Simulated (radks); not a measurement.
Excited configurations of Li2+: one electron is placed in a higher orbital outside the bare nucleus. The ground configuration is 1s1. Calculated with a radial shooting solver on a logarithmic mesh with Libxc functionals: scalar-relativistic Kohn-Sham, PBE, spin-unpolarised, spherical densities, finite nucleus; Fermi nuclear charge, rms radius 2.444 fm; without spin polarisation the odd electron is poorly described. Excitation = E - E(ground); binding = E(ion) - E, where the ion is the core of charge +3; n* = 3/sqrt(2 binding) in atomic units, and the quantum defect is n - n*.

\begin{tabular}{lrrrrrr}
outer orbital & excitation (eV) & binding (eV) & n* & quantum defect & eigenvalue (eV) & <r> (bohr) \\ \hline
2p & 88.577 & 29.645 & 2.032 & -0.032 & -24.176 & 1.707 \\
3p & 104.55 & 13.671 & 2.993 & 0.007 & -11.583 & 4.145 \\
4p & 110.39 & 7.834 & 3.953 & 0.047 & -6.745 & 7.551 \\
4d & 110.45 & 7.772 & 3.969 & 0.031 & -6.563 & 6.946 \\
5s & 113.14 & 5.079 & 4.910 & 0.090 & -4.437 & 12.24 \\
5p & 113.15 & 5.077 & 4.911 & 0.089 & -4.413 & 11.92 \\
5d & 113.16 & 5.060 & 4.919 & 0.081 & -4.351 & 11.31 \\
6f & 114.68 & 3.541 & 5.881 & 0.119 & -3.041 & 15.70 \\
7d & 115.59 & 2.631 & 6.822 & 0.178 & -2.304 & 22.92 \\
7f & 115.59 & 2.627 & 6.827 & 0.173 & -2.282 & 21.97 \\
\end{tabular}

The Delta-SCF ionisation energy is 118.22 eV (NIST Atomic Spectra Database: 122.45 eV, theoretical). Self-interaction in the functional shifts the binding energies and quantum defects, so they are the method's values and not measured ones. Spin polarisation and multiplet splitting are left out, so open shells lie too high by an amount that depends on their filling.
